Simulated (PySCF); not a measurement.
Compound: C4H7FO3S.
Bonds: O1–S2 (double), S2–O3 (double), S2–C4, C4–F5, S2–O6, O6–C7, C7–C8, C8–C9, C7–C9. Hydrogens: H10, H11 on C4; H12 on C7; H13, H14 on C8; H15, H16 on C9.

Jobs on this species (16 atoms, 80 electrons) with PySCF (density fitting). Hardware of each: an Arm Neoverse V1 with one thread, no GPU (shared host). The host was shared with other jobs, so the times are rough. Peak memory is the resident size of the whole Python process, interpreter and libraries included.

```json
{"level and settings": "HCTH407/def2-SVPD", "work": "shieldings, ring-centre shieldings, charges and field gradients", "basis functions": "255", "SCF cycles": "?", "wall time": "?", "peak memory": "?"}
{"level and settings": "PBE/pcSseg-1", "work": "shieldings, ring-centre shieldings, charges and field gradients, density and orbital grids written", "basis functions": "195", "SCF cycles": "?", "wall time": "?", "peak memory": "?"}
{"level and settings": "KT2/pcseg-1, grid level 1, damping 0.2 at the start, DIIS from the seventh cycle", "work": "shieldings, ring-centre shieldings, charges and field gradients", "basis functions": "165", "SCF cycles": "25", "wall time": "41 s", "peak memory": "0.67 GiB"}
{"level and settings": "PBE0/pcSseg-1", "work": "shieldings, ring-centre shieldings, charges and field gradients", "basis functions": "195", "SCF cycles": "14", "wall time": "31 s", "peak memory": "0.85 GiB"}
{"level and settings": "PBE0/pcSseg-1", "work": "shieldings, ring-centre shieldings, charges and field gradients, density and orbital grids written", "basis functions": "195", "SCF cycles": "14", "wall time": "38 s", "peak memory": "0.85 GiB"}
{"level and settings": "wB97X-D/def2-SVPD, start guess vsap, energy threshold 1e-11 Eh", "work": "spin–spin couplings from 8 perturbed nuclei, spin–dipole term for 1 of them", "basis functions": "255", "SCF cycles": "15", "wall time": "89 s", "peak memory": "1.2 GiB"}
{"level and settings": "CAM-B3LYP/pcseg-1", "work": "spin–spin couplings from 8 perturbed nuclei, spin–dipole term for 1 of them", "basis functions": "165", "SCF cycles": "13", "wall time": "41 s", "peak memory": "0.95 GiB"}
{"level and settings": "PBE0/def2-SVPD", "work": "6 singlets by full TDDFT, 2 Tamm–Dancoff triplets, polarisability", "basis functions": "255", "SCF cycles": "14", "wall time": "62 s", "peak memory": "1.0 GiB"}
{"level and settings": "PBE0/STO-3G, energy threshold 1e-06 Eh", "work": "shieldings, ring-centre shieldings", "basis functions": "56", "SCF cycles": "9", "wall time": "6.0 s", "peak memory": "0.48 GiB"}
```

Q: Fill in the missing figures.

A: 
- HCTH407/def2-SVPD; shieldings, ring-centre shieldings, charges and field gradients: 68 s, 0.86 GiB, 17 SCF cycles
- PBE/pcSseg-1; shieldings, ring-centre shieldings, charges and field gradients, density and orbital grids written: 55 s, 0.72 GiB, 17 SCF cycles

Q: What do all jobs in the table cost together?

A: About 7.2 min; the longest takes about 21 % of that, and about 15 times as long as the shortest.

The pairwise dispersion term of wB97X-D wasn't added to the energies; at a given geometry it leaves orbitals and properties as they are.
